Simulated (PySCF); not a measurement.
**Electronic structure of Be+ (beryllium, charge +1) at the UHF level**

Configuration: [He] 2p1, 2P determinant (an excited configuration). All numbers are calculated (PySCF 2.14, the spin-free X2C one-electron Hamiltonian (Gaussian nucleus), in aug-cc-pVDZ-DK).

| Property | Result |
| --- | --- |
| Total energy | -14.131380 hartree |
| One-electron energy | -17.4368 hartree |
| Hartree (Coulomb) energy | 5.7956 hartree |
| Exchange energy | -2.4902 hartree |
| ⟨S²⟩ | 0.7500 |
| ⟨L²⟩ | 2.000 |
| Sum of ⟨r⟩ | 3.220 bohr |
| Sum of ⟨r²⟩ | 7.357 bohr² |
| Traceless quadrupole moment −½Σ⟨3z² − r²⟩ along its main axis | -2.76 e·bohr² |
| Langevin diamagnetic susceptibility | -5.83 ×10⁻⁶ cm³/mol |

| shell | electrons | mean orbital energy (hartree) | rms radius, mean of both spins (bohr) |
| --- | --- | --- | --- |
| 1s α | 1 | -5.15931 | 0.483 |
| 1s β | 1 | -5.14829 | 0.483 |
| 2p α | 1 | -0.51839 | 2.62 |

Spin-orbit constants ζ (cm⁻¹) from the X2C one-electron operator on these orbitals: bare nucleus, nucleus screened by l(l+1)(2l+1)/3 electrons, and screened by the Breit-Pauli mean field of the electrons.

```csv
shell,bare,screened nucleus,mean field
2p,9.721,4.861,3.122
```

To first order the Landé constant is A = 3.122 cm⁻¹, so the lowest level has J = 1/2 and lies 0.000387 eV below the centre of the term.
